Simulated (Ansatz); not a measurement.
A structure relaxed at PBE0-D4/def2-SVP in Ansatz, charge 0, singlet:

Cartesian coordinates in Å:
```
Al 1.949 0.955 -0.748
Al -2.351 -1.201 0.904
Al -0.967 1.032 0.306
Sb 1.195 0.486 1.743
Sb 0.386 -1.591 -0.071
Sb -0.211 0.318 -2.134
```

Question: Give its formula and point group.

Answer: Al3Sb3. Point group Cs (tolerance 0.1 Å).

Question: Summarise the bond lengths by kind (pairs closer than 1.2 times the sum of covalent radii, bridged metal pairs left out).

Answer: 7 × Al–Sb 2.64 to 3.06 Å; 2 × Sb–Sb 2.87 Å.

In the def2 sets Sb takes a core potential; there is no spin–orbit coupling. The restricted singlet is unstable towards broken spin symmetry at other levels; at PBE0-D4/def2-SVP this wasn't settled. The structure comes from a short search, and lower isomers may exist.
